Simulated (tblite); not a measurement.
Problem. Write Cartesian coordinates for `C#Cc1cc[c]cc1Cl` [radical] as optimised with GFN2-xTB. (Doublet state.)

Solution. 
```
atom  x, y, z in Å
C1     2.9677    0.7061    0.3271
C2     1.8108    0.4131    0.2014
C3     0.4453    0.0701    0.0507
C4     0.0594   -1.2701    0.0582
C5    -1.2777   -1.6196   -0.0890
C6    -2.1715   -0.5984   -0.2368
C7    -1.8660    0.7284   -0.2549
C8    -0.5220    1.0676   -0.1070
Cl9   -0.0523    2.7312   -0.1209
H10    3.9785    0.9637    0.4371
H11    0.8125   -2.0358    0.1778
H12   -1.5793   -2.6552   -0.0841
H13   -2.6098    1.4994   -0.3773
```

Any rigid rotation of these coordinates is as good. Atoms count from 1 in this order. The C–C distances run from 1.200 Å (C1≡C2, drawn triple) to 1.416 Å (C2–C3, drawn single), a spread of 0.216 Å. C5 (carbon bonded to 2 C and H) is planar (angles 122.4°, 120.7° and 117.0°, sum 360.0°, 0.00 Å off the plane of its three neighbours). C3 (carbon bonded to 3 C) is planar (angles 120.4°, 119.9° and 119.6°, sum 360.0°, 0.00 Å off the plane of its three neighbours). The 6-membered ring C3–C4–C5–C6–C7–C8 has internal angles of 116.9° to 125.7°; it is planar, 0.00 Å rms from its mean plane, widest ring torsion 0°.

Bonds between heavy atoms (Å): C1≡C2 1.200, C2–C3 1.416, C3–C4 1.395, C4–C5 1.390, C5–C6 1.365, C6–C7 1.362, C7–C8 1.394, C8–Cl9 1.729, C3–C8 1.398.

Computed geometry: GFN2-xTB, gas phase. This method treats the open shell by occupation alone, without spin polarisation.

Point group: Cs (tolerance 0.08 Å). Its GFN2-xTB frequencies are all real (lowest 110 cm⁻¹).
